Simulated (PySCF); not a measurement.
Correlation energy of Al (aluminium, neutral)

[Ne] 3s2 3p1, 2P determinant. Calculation: PySCF 2.14, in def2-QZVPPD (10s6p5d2f1g, 76 functions); no relativity, point nucleus. Frozen: [Ne]; 3 electrons correlated.

```
  level  correlation energy (mhartree)
   CCSD                         -52.26
    (T)                          -1.29
CCSD(T)                         -53.55
```

Diagnostics: T1 = 0.020, D1 = 0.0425, largest double amplitude 0.082.

Cost of the coupled-cluster step: about 7 core-seconds, for 3 correlated electrons.
